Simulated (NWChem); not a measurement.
System: CH₄BF; SMILES B(C)F

NWChem printed, in part:

```
             Northwest Computational Chemistry Package (NWChem) 7.3.0
             --------------------------------------------------------

 C1  symmetry detected

                             Geometry "geometry" -> ""
                             -------------------------

 Output coordinates in angstroms (scale by  1.889725989 to convert to a.u.)

  No.       Tag          Charge          X              Y              Z
 ---- ---------------- ---------- -------------- -------------- --------------
    1 B                    5.0000    -0.49658087    -0.14567033    -0.00097740
    2 H                    1.0000    -1.70169417    -0.29184628     0.00111034
    3 F                    9.0000     0.22255550    -1.25974325    -0.00015550
    4 C                    6.0000     0.19562995     1.24971919    -0.00071213
    5 H                    1.0000    -0.12213334     1.81292350     0.89416526
    6 H                    1.0000    -0.16367718     1.84241112    -0.85946123
    7 H                    1.0000     1.29362986     1.20423739    -0.02525505

 Effective nuclear repulsion energy (a.u.)      63.6176056482

                                 NWChem DFT Module
                                 -----------------

 Summary of "ao basis" -> "ao basis" (spherical)
 ------------------------------------------------------------------------------
       Tag                 Description            Shells   Functions and Types
 ---------------- ------------------------------  ------  ---------------------
 B                         def2-svpd                 8       20   4s2p2d
 H                         def2-svpd                 4        8   2s2p
 F                         def2-svpd                 9       23   4s3p2d
 C                         def2-svpd                 8       20   4s2p2d

            General Information
            -------------------
          SCF calculation type: DFT
          Wavefunction type:  closed shell.
          No. of atoms     :     7
          No. of electrons :    24
           Alpha electrons :    12
            Beta electrons :    12
          Charge           :     0
          Spin multiplicity:     1
          Use of symmetry is: off; symmetry adaption is: off
          Maximum number of iterations: 150
          AO basis - number of functions:    95
                     number of shells:    41
          Convergence on energy requested:  1.00D-06
          Convergence on density requested:  1.00D-05
          Convergence on gradient requested:  5.00D-04

[...]

                                NWChem TDDFT Module
                                -------------------

            General Information
            -------------------
           No. of orbitals :     190
            Alpha orbitals :      95
             Beta orbitals :      95
        Alpha frozen cores :       0
         Beta frozen cores :       0
     Alpha frozen virtuals :       0
      Beta frozen virtuals :       0
         Spin multiplicity :       1
    Number of AO functions :      95
        Use of symmetry is : off
      Symmetry adaption is : off
         Schwarz screening :  0.10D-07

              XC Information
              --------------
              Hartree-Fock (Exact) Exchange   1.00
            CAM-Becke88 Exchange Functional   1.00
               VWN V Correlation Functional   0.19 local
       Lee-Yang-Parr Correlation Functional   0.81
           Alpha           :  0.19
           Beta            :  0.46
           Gamma           :  0.33

             TDDFT Information
             -----------------
          Calculation type : Tamm-Dancoff TDDFT
         Wavefunction type : Restricted singlets
          No. of electrons :      24
           Alpha electrons :      12
            Beta electrons :      12
              No. of roots :       6
          Max subspacesize :    5200
            Max iterations :     100
               Target root :       1
           Target symmetry : none
      Symmetry restriction : off
                 Algorithm : Optimal
        Davidson threshold :  0.10D-03

    6 smallest eigenvalue differences (eV)
--------------------------------------------------------
  No. Spin  Occ  Vir  Irrep   E(Occ)    E(Vir)   E(Diff)
--------------------------------------------------------
    1    1   12   13 a        -0.387     0.022    11.128
    2    1   12   14 a        -0.387     0.043    11.679
    3    1   12   15 a        -0.387     0.079    12.659
    4    1   11   13 a        -0.458     0.022    13.078
    5    1   10   13 a        -0.471     0.022    13.424
    6    1   12   16 a        -0.387     0.108    13.461
--------------------------------------------------------

  Entering Davidson iterations
  Restricted singlet excited states

  Iter   NTrls   NConv    DeltaV     DeltaE      Time
  ----  ------  ------  ---------  ---------  ---------
    1      6       0     0.92E-01   0.10+100       18.4
    2     12       0     0.40E-01   0.11E-01       17.7
    3     18       0     0.11E-01   0.19E-02       15.7
    4     24       0     0.88E-02   0.49E-03       17.2
    5     30       0     0.51E-02   0.15E-03       15.9
    6     36       2     0.34E-02   0.53E-04       17.0
    7     40       2     0.15E-02   0.16E-04       16.3
    8     44       4     0.44E-01   0.66E-03       18.6
    9     46       5     0.15E-01   0.16E-02       12.8
   10     47       5     0.46E-02   0.18E-03       13.6
   11     48       5     0.13E-02   0.12E-04       15.1
   12     49       5     0.34E-03   0.86E-06       14.5
   13     50       6     0.95E-04   0.66E-07       13.8
  ----  ------  ------  ---------  ---------  ---------
  Convergence criterion met

  Ground state a        -165.077721150381 a.u.

[...]
```

Level: CAM-B3LYP/def2-SVPD, TDA. Structure relaxed at the PBE0/def2-SVP level.

Question: Write an input that gives this output.

Answer: One answer among several that fit: the input that was run:
```
start job
memory heap 200 mb stack 900 mb global 1100 mb
geometry units angstroms noautoz
  B     -0.489159    -0.151058    -0.000840
  H     -1.694096    -0.298670     0.001871
  F      0.231306    -1.264272     0.000180
  C      0.201387     1.245156    -0.001555
  H     -0.116637     1.808406     0.893201
  H     -0.159021     1.837011    -0.860420
  H      1.299429     1.200972    -0.026581
end
basis spherical
  * library def2-svpd
end
dft
  xc xcamb88 1.00 lyp 0.81 vwn_5 0.19 hfexch 1.00
  cam 0.33 cam_alpha 0.19 cam_beta 0.46
  iterations 150
end
tddft
  cis
  nroots 6
  notriplet
end
task tddft energy
```
